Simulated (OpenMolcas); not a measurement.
An atom or ion with 12 electrons was computed by MS-CASPT2, IPEA 0.25 Eh, imaginary shift 0.1 Eh with spin-orbit coupling (OpenMolcas, ANO-RCC-VQZP, DKH2). The lowest levels that the run gave, each within 12 % of the measured value where one is at hand:

```
J  Parity  E (cm⁻¹)      g
0    even       0.0       
0     odd     82661       
1     odd     82990  1.501
2     odd     83662  1.501
1     odd    129814  1.000
0    even    200673       
1    even    201022  1.501
2    even    201230  1.259
2    even    202155  1.242
0    even    237273
```

Which ion is it, and what are the configurations and terms?

S V (Z = 16, charge +4; active space 2 electrons in 8 orbitals (3s 3p 4s 4p)). J, parity and g give the terms where levels are pure, and mixed ones are named by the computed weights; the size of the splittings, set against known spectra of the 12-electron sequence, gives the charge. In order, with the measured energies in cm⁻¹ (NIST levels in Podobedova, Kelleher and Wiese, J. Phys. Chem. Ref. Data 38, 171 (2009); Martin, Zalubas and Musgrove, J. Phys. Chem. Ref. Data 19, 821 (1990)): 3s² ¹S₀, 3s 3p ³P°₀ (83024), 3s 3p ³P°₁ (83394), 3s 3p ³P°₂ (84155), 3s 3p ¹P°₁ (127151), 3p² ³P₀ (199967), 3p² ³P₁ (200371), 3p² ³P₂ [52 %], 3p² ¹D₂ [52 %], 3p² ¹S₀ (235350).

Over all roots computed the reference weight is 0.91 to 1.00; the roots of lowest weight are the least certain, and an intruder state may touch them. Active for correlation alone: 4p 4s; no level in the range computed is led by a configuration that fills them, so any true level of that kind is missing. The ¹D term of p² mixes with s d, which this space lacks. Computed and measured levels are paired by configuration, term and J; levels that our copy of the source lacks, or whose pairing is in doubt (as where it misses far off the trend of its configuration), stay unpaired and out of the deviations. Levels of configurations outside the active space are missing.

A share in square brackets marks a mixed level and gives the weight of the term that names it. ° marks odd parity.
